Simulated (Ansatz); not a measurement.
Energy difference R1 → 2 P1, each structure at its B3LYP-D3(BJ)/def2-TZVP stationary point, reached from a drawn start (curvature not checked).
R1: O2 (SMILES O=O), charge 0, multiplicity 3.
P1: O atom, charge 0, multiplicity 3.

P less R. No zero-point or thermal terms; open shells are unrestricted; no spin–orbit coupling.

Cores are frozen in the correlated methods.

Codes used: Ansatz (an electronic-structure program) with Gaussian orbitals. No computed number here is a measurement.

Total energies in hartree:

```json
[
 {"structure": "R1", "PBE/def2-TZVPP": "-150.248609", "PBE0/def2-TZVPP": "-150.235396", "CCSD(T)/cc-pVQZ": "-150.173871"},
 {"structure": "P1", "PBE/def2-TZVPP": "-75.009672", "PBE0/def2-TZVPP": "-75.018600", "CCSD(T)/cc-pVQZ": "-74.993566"}
]
```

Question: Work out the reaction energy at each level in kcal/mol (1 hartree = 627.50947 kcal/mol), and say how far PBE/def2-TZVPP lies from CCSD(T)/cc-pVQZ.

Answer: 
- PBE/def2-TZVPP: 2 × (-75.009672) − (-150.248609) = 0.229265 hartree = 143.87 kcal/mol
- PBE0/def2-TZVPP: 2 × (-75.018600) − (-150.235396) = 0.198196 hartree = 124.37 kcal/mol
- CCSD(T)/cc-pVQZ: 2 × (-74.993566) − (-150.173871) = 0.186739 hartree = 117.18 kcal/mol
PBE/def2-TZVPP less CCSD(T)/cc-pVQZ: 26.69 kcal/mol. CCSD(T)/cc-pVQZ is the level counted from, the highest shown, and no exact or measured value.
